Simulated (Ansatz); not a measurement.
Total energies of `OC1=C(Cl)C1(O)Cl`.

```xyz
9

O     1.6961    1.0175   -0.6146
C     0.6912    0.4176   -0.0098
C    -0.0231    0.2520    1.0711
Cl   -0.3362    0.6105    2.6829
C    -0.3791   -0.5808   -0.0755
O    -1.5415   -0.4583   -0.8202
Cl    0.0492   -2.3155   -0.1300
H     1.7834    0.6678   -1.5090
H    -1.9400    0.3892   -0.5950
```

The species carries charge 0 and has multiplicity 1. The geometry is a stationary point of PBE0-D4/def2-TZVP. It is one conformer, not always the lowest. Basis def2-TZVPP, the Gaussian-basis code of Ansatz.

RPA on PBE orbitals: Hartree–Fock energy of these orbitals -1183.43262 Eh, correlation -2.03677 Eh (frozen core).

```json
{"functional": "LDA (SPW92)", "energy without D4 (Eh)": "-1181.35086", "D4 term (kJ/mol)": "–"}
{"functional": "PBE", "energy without D4 (Eh)": "-1185.75113", "D4 term (kJ/mol)": "-25.5"}
{"functional": "revPBE", "energy without D4 (Eh)": "-1186.17299", "D4 term (kJ/mol)": "-77.3"}
{"functional": "BLYP", "energy without D4 (Eh)": "-1186.34378", "D4 term (kJ/mol)": "-56.0"}
{"functional": "r2SCAN", "energy without D4 (Eh)": "-1186.21578", "D4 term (kJ/mol)": "-6.5"}
{"functional": "B97M-V", "energy without D4 (Eh)": "-1186.13219", "D4 term (kJ/mol)": "–"}
{"functional": "PBE0", "energy without D4 (Eh)": "-1185.82054", "D4 term (kJ/mol)": "-21.8"}
{"functional": "B3LYP", "energy without D4 (Eh)": "-1186.43403", "D4 term (kJ/mol)": "-41.0"}
{"functional": "r2SCANh", "energy without D4 (Eh)": "-1186.19573", "D4 term (kJ/mol)": "-6.9"}
{"functional": "r2SCAN0", "energy without D4 (Eh)": "-1186.16749", "D4 term (kJ/mol)": "-7.6"}
{"functional": "HSE06 (plane-wave form)", "energy without D4 (Eh)": "-1185.79284", "D4 term (kJ/mol)": "-20.3"}
{"functional": "BHLYP", "energy without D4 (Eh)": "-1186.25485", "D4 term (kJ/mol)": "-30.6"}
{"functional": "CAM-B3LYP", "energy without D4 (Eh)": "-1186.32553", "D4 term (kJ/mol)": "-22.2"}
{"functional": "LC-ωPBE", "energy without D4 (Eh)": "-1185.98831", "D4 term (kJ/mol)": "–"}
{"functional": "ωB97X-V", "energy without D4 (Eh)": "-1186.19015", "D4 term (kJ/mol)": "–"}
{"functional": "ωB97M-V", "energy without D4 (Eh)": "-1186.29004", "D4 term (kJ/mol)": "–"}
{"functional": "B2PLYP", "energy without D4 (Eh)": "-1185.95510", "D4 term (kJ/mol)": "–"}
{"functional": "PBE-QIDH", "energy without D4 (Eh)": "-1185.60684", "D4 term (kJ/mol)": "–"}
```

B3LYP takes the VWN-RPA correlation (the form of Gaussian; ORCA's B3LYP/G). HSE06 is the plane-wave form, built on full-range PBE exchange. The double hybrids freeze the cores in their second-order part.

LC-ωPBE has ω = 0.4 bohr⁻¹.
